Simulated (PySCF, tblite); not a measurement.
Isomers of C6H12SSi2, one GFN2-xTB conformer each. Single-point energies are computed at PBE0/pcSseg-1 (PySCF, gas phase, no added dispersion term), electronic only.

Task: Rank them by PBE0/pcSseg-1 energy, lowest first (kcal/mol).
A. `[CH:1]#[C:2][Si@:3]1([CH3:4])[CH2:5][C@H:6]([S:7][SiH3:8])[CH2:9]1` with C5–C6–S7–Si8 65°, C2–Si3–C5–C6 -124°, Si3–C5–C6–S7 135°, C5–C6–C9–Si3 -14°, C2–Si3–C9–C6 122°
B. `[CH:1]#[C:2][SiH2:3][S:4][Si@H:5]([CH3:6])[CH2:7][CH:8]=[CH2:9]` with C2–Si3–S4–Si5 75°, Si3–S4–Si5–C6 -50°, S4–Si5–C7–C8 -177°, Si5–C7–C8–C9 -102°
C. `[SiH3:1]/[CH:2]=[C:3](/[SiH3:4])[CH:5]1[CH2:6][C:7](=[S:8])[CH2:9]1` with C2–C3–C5–C6 144°
D. `[CH:1]#[C:2][SiH2:3][C@@H:4]1[CH2:5][CH2:6][CH2:7][S:8][SiH2:9]1` with C2–Si3–C4–C5 -59°, Si3–C4–C5–C6 175°, C4–C5–C6–C7 73°, C5–C6–C7–S8 -76°, C6–C7–S8–Si9 58°

Result: B (0.0), D (5.5), A (17.6), C (42.4).

As drawn, the lowest has a C≡C bond, which the highest lacks; the highest has a four-membered ring and a C=S bond, which the lowest lacks. GFN2-xTB itself gives, in the same order: 8.5, 0.0, 19.3, 9.9. GFN2-xTB puts C#C[SiH2][C@@H]1CCCS[SiH2]1 lowest instead; measured from each level's own lowest isomer, the values differ by up to 32.5 kcal/mol ([SiH3]/C=C(/[SiH3])C1CC(=S)C1: 9.9 against 42.4).

Task: Which frontier levels, dipoles and rotational constants go with these structures?

Result: 
| SMILES | HOMO (eV, PBE0/pcSseg-1) | LUMO (eV) | dipole (D) | A, B, C (MHz) |
| --- | --- | --- | --- | --- |
| C#C[SiH2]S[Si@H](C)CC=C | -7.21 | -0.59 | 1.88 | 1843, 494.6, 421.3 |
| C#C[SiH2][C@@H]1CCCS[SiH2]1 | -6.69 | -0.18 | 2.25 | 2068, 540.3, 452.2 |
| C#C[Si@]1(C)C[C@H](S[SiH3])C1 | -6.64 | -0.26 | 2.22 | 1921, 466.7, 438.0 |
| [SiH3]/C=C(/[SiH3])C1CC(=S)C1 | -6.44 | -2.17 | 2.31 | 1628, 516.7, 422.8 |

Task: What happens when harmonic zero-point energies from GFN2-xTB frequencies are added?

Result: 
```csv
SMILES,ZPE (kcal/mol),electronic (kcal/mol),with ZPE (kcal/mol)
C#C[SiH2]S[Si@H](C)CC=C,95.3,0.0,0.0
C#C[SiH2][C@@H]1CCCS[SiH2]1,96.9,5.5,7.1
C#C[Si@]1(C)C[C@H](S[SiH3])C1,96.4,17.6,18.7
[SiH3]/C=C(/[SiH3])C1CC(=S)C1,92.7,42.4,39.8
```

The zero-point energies span 4.2 kcal/mol. The order is unchanged.

Task: As an exercise, what shares would exp(−E/RT) give at 1000 K from these electronic energies alone (no entropy, no degeneracies)?

Result: RT = 1.987 kcal/mol: C#C[SiH2]S[Si@H](C)CC=C 94.1 %, C#C[SiH2][C@@H]1CCCS[SiH2]1 5.9 %, C#C[Si@]1(C)C[C@H](S[SiH3])C1 under 0.1 %, [SiH3]/C=C(/[SiH3])C1CC(=S)C1 under 0.1 %.
